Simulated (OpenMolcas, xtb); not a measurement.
# A ladder of methods for [SiCl3]+ (SMILES Cl[Si+](Cl)Cl)

[SiCl3]+ has 4 atoms, charge +1, and is taken as a singlet. SMILES: `Cl[Si+](Cl)Cl`. The coordinates come from a PBE0-D4/def2-TZVP relaxation.

```xyz
4

Cl   -1.5560   -0.6223    0.9909
Si    0.0000   -0.0001   -0.0001
Cl    1.7720   -0.6696    0.4495
Cl   -0.2160    1.2920   -1.4403
```

Each level gives the HOMO–LUMO gap (eV). The values are calculated.

```tsv
level	kind	program	value (eV)	CPU time
GFN0-xTB	semi-empirical	xtb	4.47	under 2 s
GFN1-xTB	semi-empirical	xtb	5.11	under 2 s
HF/aug-cc-pVDZ	Hartree–Fock	OpenMolcas	13.90	40 s
SVWN5/aug-cc-pVDZ	LDA	OpenMolcas	4.75	37 s
PBE/aug-cc-pVDZ	GGA	OpenMolcas	4.84	47 s
r2SCAN/aug-cc-pVDZ	meta-GGA	OpenMolcas	5.42	46 s
M06-2X/aug-cc-pVDZ	hybrid meta-GGA	OpenMolcas	9.27	50 s
B2PLYP/aug-cc-pVDZ	double hybrid	OpenMolcas	9.59	32 s
```

The values span 4.47 to 13.90 eV. Orbital gaps aren't excitation energies, and those of double hybrids come from the SCF part alone; they tend to grow with the share of exact exchange. CPU times are rough (shared hosts, several kinds of processor): they show what a rung costs within a factor of a few.
